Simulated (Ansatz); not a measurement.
The same path of CH$_{5}$AlN$_{2}$O (10 atoms, charge 0, multiplicity 1) was run twice with different band settings. The coordinate that changes most is the dihedral H6–O1–Al2–N5.

These are results of RHF/6-31G* (Ansatz 0.2.0), not measurements.

Relaxed end points:

```xyz
10
Properties=species:S:1:pos:R:3
O 0.937 -0.167 -2.551
Al 0.384 -0.076 -0.966
N 0.915 -0.510 0.658
C -0.329 0.022 1.224
N -0.992 0.476 -0.004
H 0.510 0.107 -3.345
H 1.549 -0.986 1.253
H -0.905 -0.744 1.743
H -0.147 0.842 1.919
H -1.840 0.984 0.073
```

```xyz
10
Properties=species:S:1:pos:R:3
O 0.504 0.056 -2.674
Al 0.177 0.030 -1.025
N 0.851 -0.506 0.517
C -0.320 0.020 1.227
N -1.081 0.553 0.092
H 1.254 -0.282 -3.135
H 1.572 -0.940 1.042
H -0.865 -0.762 1.756
H -0.052 0.796 1.943
H -1.958 0.985 0.260
```

Common settings: movable images 9; climbing image yes; optimiser quadratic models (default); start path through a guess of the saddle point; force threshold 0.05 eV/Å; end points relaxed.

| run | spring | iteration limit |
| --- | --- | --- |
| 1 | 5.0 eV/Å² | 57 |
| 2 | 20.0 eV/Å² | 60 |

Question: What does each run give, and how far can it be trusted?

Answer: Run 1: converged after 28 iterations, highest image 0.034 eV above the first end. A vibrational analysis at the climbing image gives one clearly imaginary mode, 202i cm⁻¹: a first-order saddle point.
Run 2: converged after 37 iterations, highest image 0.034 eV above the first end. Another band between the same ends (9 images) ends at a top of the same energy, where a vibrational analysis finds 1 clearly imaginary mode.
